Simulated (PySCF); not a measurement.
Electronic structure of S (sulfur, neutral) at the PBE0 level

Configuration: [Ne] 3s1 3p4 3d1, one real determinant (an excited configuration). Calculation: PySCF 2.14, in aug-cc-pV(Q+d)Z (7s6p5d3f2g, 89 functions); the non-relativistic Hamiltonian (point nucleus).

```
Total energy                                                  : -397.3043 hartree
One-electron energy                                           : -546.0776 hartree
Hartree (Coulomb) energy                                      : 174.1433 hartree
Exchange-correlation energy                                   : -25.3700 hartree
Kinetic energy                                                : 396.38212 hartree
⟨S²⟩                                                          : 6.0047
⟨L²⟩                                                          : 8.023
Sum of ⟨r⟩                                                    : 16.84 bohr
Sum of ⟨r²⟩                                                   : 38.80 bohr²
Traceless quadrupole moment −½Σ⟨3z² − r²⟩ along its main axis : 2.82 e·bohr²
Density at the nucleus (Gaussians lack the cusp)              : 2630 bohr⁻³
Spin density at the nucleus                                   : 9.00 bohr⁻³
Langevin diamagnetic susceptibility                           : -30.7 ×10⁻⁶ cm³/mol
```

```csv
shell,electrons,mean orbital energy (hartree),spread (hartree),"rms radius, mean of both spins (bohr)"
1s α,1,-89.33600,0,0.113
1s β,1,-89.31257,0,0.113
2s α,1,-8.27046,0,0.522
2s β,1,-8.23793,0,0.522
2p α,3,-6.20928,0.01831,0.494
2p β,3,-6.17588,0.00212,0.494
3s α,1,-0.90591,0,1.76
3p α,3,-0.47290,0.04840,2.10
3p β,1,-0.35010,0,2.10
3d α,1,-0.00964,0,4.00
```

⟨L²⟩ = 8.02 against 12 for a pure F term, so this real determinant mixes terms. The outer electron is Rydberg-like, and this basis confines it to a smaller radius and binds it less than a complete one would.
